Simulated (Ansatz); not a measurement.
**Question.** Predict a relaxed structure of ZrIF3, charge 0, singlet, at PBE0-D4/def2-SVP (Ansatz).

**Answer.** 
```xyz
5

Zr   -0.0194    0.0462    0.1496
I     0.3145   -0.7481   -2.4234
F     1.0800    1.5367    0.5087
F     0.4454   -1.3585    1.3201
F    -1.8205    0.5237    0.4450
```
Point group C3v (tolerance 0.1 Å). The metal has 4 neighbours: I 2.71 Å, F 1.89 Å, F 1.89 Å, F 1.89 Å. This is one stationary point.

In the def2 sets I, Zr take a core potential; there is no spin–orbit coupling.
